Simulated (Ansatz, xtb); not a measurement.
# Isomers of C7H16O in order of energy

9 gas-phase structures of C7H16O, from a drawn sample of its isomers (lower ones may exist). Each was relaxed with GFN2-xTB; where two conformers were screened, the lower at r2SCAN-D4/def2-SVP is listed:

A. `CCCOC(C)(C)C`, a singlet
B. `CCCO[C@H](C)CC`, a singlet
C. `CCCCOC(C)C`, a singlet
D. `CC[C@H](CO)C(C)C`, a singlet
E. `CC(C)OC(C)(C)C`, a singlet
F. `CCC[C@@H](C)[C@@H](C)O`, a singlet
G. `CC(C)C(C)(C)CO`, a singlet
H. `CC(C)CC(C)(C)O`, a singlet
I. `C[C@H](O)CC(C)(C)C`, a singlet

Make a reasoned guess at their ranking by r2SCAN-D4/def2-SVP single-point energy.

Calculated order at r2SCAN-D4/def2-SVP: H (0.000), I (0.090), F (0.160), E (0.177), G (0.242), A (0.267), D (0.319), B (0.324), C (0.348) eV. Less than 1 kcal/mol parts F and E; G and A; D and B; B and C, so the order within those pairs means little.

Energies above the lowest of each column, in eV; the last columns are at B3LYP/def2-SVP geometries and were run for some of them only (a dash: not run or not comparable):

| structure | GFN2-xTB | HF/STO-3G | r2SCAN-D4/def2-SVP | B3LYP/def2-SVP | PBE0-D4/def2-TZVP |
| --- | --- | --- | --- | --- | --- |
| H | 0.003 | 0.190 | 0.000 | 0.000 | 0.000 |
| I | 0.000 | 0.266 | 0.090 | 0.088 | 0.070 |
| F | 0.142 | 0.302 | 0.160 | 0.122 | 0.127 |
| E | 0.049 | 0.035 | 0.177 | 0.136 | 0.226 |
| G | 0.192 | 0.500 | 0.242 | 0.311 | 0.216 |
| A | 0.139 | 0.034 | 0.267 | 0.175 | 0.304 |
| D | 0.220 | 0.413 | 0.319 | 0.278 | 0.259 |
| B | 0.223 | 0.006 | 0.324 | – | – |
| C | 0.208 | 0.000 | 0.348 | – | – |

PBE0-D4/def2-TZVP puts H lowest of those it was run on; HF/STO-3G picks C. PBE0-D4/def2-TZVP orders those it was run on as H (0.000), I (0.070), F (0.127), G (0.216), E (0.226), D (0.259), A (0.304) eV. Less than 1 kcal/mol parts G and E; E and D, so the order within those pairs means little. Flexible structures stand in one conformer each, not always the lowest. Frequencies (GFN2-xTB) were run for A, D, E, F, G, H, I alone.

Over these structures GFN2-xTB departs from r2SCAN-D4/def2-SVP by 0.041 eV on average once a common shift is removed. A GFN2-xTB relaxation took about 0.18 s and the r2SCAN-D4/def2-SVP energy about 3.3 s on a shared host (Ansatz 0.2.0, xtb 6.7.1).
